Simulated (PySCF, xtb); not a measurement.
CH₃Cl₂NSi₂, SMILES N1=C[Si]([SiH2]1)(Cl)Cl.

GFN2-xTB run with xtb 6.7.1 at its own geometry gives an orbital gap of 2.19 eV and a dipole moment of 1.47 D.

Geometry: ωB97X-D3(BJ)/def2-SVP. This is a generated structure with no PubChem entry under its InChIKey; it may be hypothetical.

Question: What does r2SCAN/def2-TZVP (PySCF) give? (An estimate is asked for; the answer gives what the named calculation found.)

Answer: gap 3.56 eV (levels -6.25 and -2.69 eV), dipole 0.54 D.
